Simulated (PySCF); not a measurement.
PySCF input for Si(Cl)2(F)(SH) (Cl2FHSSi), SMILES Cl[Si](F)(S)Cl, SMD-M06-2X/def2-SVP. The structure is a stationary point at B3LYP-D3(BJ)/def2-SVP. This is a generated structure with no PubChem entry under its InChIKey; it may be hypothetical. Other conformers were not sampled.

```python
import numpy as np
from pyscf import gto, scf, dft
from pyscf.solvent import smd

mol = gto.M(
    atom='''
    F    -0.46646074    0.46351835    1.74612469
    Si   -0.06443094    0.06076947    0.23614335
    S     1.77457275   -0.98881116    0.17438520
    Cl   -1.50677872   -1.18835782   -0.49705525
    Cl   -0.01022770    1.81829668   -0.81921841
    H     2.49612497    0.08957986    0.56536007
    ''',
    basis='def2-SVP',
    charge=0,
    spin=0,
    max_memory=1600,
    verbose=3,
)
mf = dft.RKS(mol, xc='m06-2x').density_fit(auxbasis='def2-universal-jkfit')
mf.grids.level = 4
mf.conv_tol = 1e-9
mf.max_cycle = 100
mf.kernel()
res = {}
for name in ['water', 'tetrahydrofuran', 'cyclohexanone']:
    s = mf.SMD()
    s.with_solvent.solvent, s.with_solvent.sasa_ng = name, 302
    s.kernel(mf.make_rdm1())
    res[name] = (s.e_tot, s.with_solvent.get_cds(), s.dip_moment(), s.mo_energy, s.converged)
    print(f'SMD {name}: dG(solv) = {(s.e_tot - mf.e_tot) * 627.509474:.3f} kcal/mol, of which CDS {res[name][1] * 627.509474:.3f}')
```

Program output:

```
converged SCF energy = -1708.05372340773
converged SCF energy = -1708.05516098883
Dipole moment(X, Y, Z, Debye):  1.73836,  0.46578, -0.06240
SMD water: dG(solv) = -0.902 kcal/mol, of which CDS 1.876
converged SCF energy = -1708.06086978553
Dipole moment(X, Y, Z, Debye):  1.65823,  0.42115, -0.07930
SMD tetrahydrofuran: dG(solv) = -4.484 kcal/mol, of which CDS -2.276
converged SCF energy = -1708.06071078587
Dipole moment(X, Y, Z, Debye):  1.70278,  0.44540, -0.07020
SMD cyclohexanone: dG(solv) = -4.385 kcal/mol, of which CDS -1.860
```

The run converged.
